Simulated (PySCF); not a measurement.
Species: [W(NMe)(SH)4]-, CH₇NS₄W (charge -1 and doublet state).
Structure used (PBE0-D3(BJ)/def2-SVP), in Å, numbered top down from 1:
```
atom  x, y, z in Å
W1    -0.111   -0.170   -0.737
N2     0.110    0.194    0.942
C3     0.322    0.511    2.292
H4     0.617    1.570    2.415
H5    -0.591    0.347    2.895
H6     1.126   -0.111    2.730
S7     2.062   -0.899   -1.570
H8     2.688    0.300   -1.656
S9     0.333    1.877   -1.979
H10   -0.820    2.547   -1.741
S11   -2.453    0.273   -1.269
H12   -3.023   -0.822   -0.712
S13   -0.735   -2.523   -0.909
H14    0.476   -3.094   -0.702
```

Computed with PBE0-D3(BJ)/def2-SVP geometry optimisation, gas phase, def2 core potentials past Kr (PySCF 2.14.0).

(1) Which atoms are bound to W1, and at what distances?

(2) List the angles at W1.

(3) What is the shape at W1?

(4) What are the other bond lengths?

(5) Give some angles away from the centre.

Answers

(1) 5 atoms: N2 1.732 Å, S9 2.435 Å, S7 2.439 Å, S13 2.440 Å, S11 2.441 Å. The nearest atom not counted as bound is H10, at 2.98 Å (others tie with it).

(2) 
```csv
angle,degrees,distance of the outer atoms (Å)
S7–W1–S11,146.5,4.67
S9–W1–S13,145.2,4.65
N2–W1–S13,107.7,3.39
N2–W1–S11,107.2,3.39
N2–W1–S9,107.1,3.38
N2–W1–S7,106.3,3.36
S7–W1–S13,85.1,3.30
S11–W1–S13,85.1,3.30
S7–W1–S9,85.1,3.30
S9–W1–S11,84.9,3.29
```

(3) Square pyramidal: τ5 = (β − α)/60° = 0.02 from the two widest angles, 146.5° and 145.2° (0 for a square pyramid, 1 for a trigonal bipyramid).

(4) N2–C3 1.403 Å; C3–H4, C3–H5, C3–H6 1.107 Å; S7–H8 and 3 like bonds 1.355 Å.

(5) W1–N2–C3 178.4°.

Charge -1, doublet. ⟨S²⟩ = 0.760 (exact for a doublet: 0.75). PBE0-D3(BJ)/def2-SVP frequencies: not computed here.

The run took 5.1 min wall on an x86-64 server with one thread, shared host. That covers the optimisation of the geometry.

For an open-shell metal species like this, the optimisation's SCF solution wasn't tested for stability and no frequencies at its level were run, so a lower state or another shape may exist.
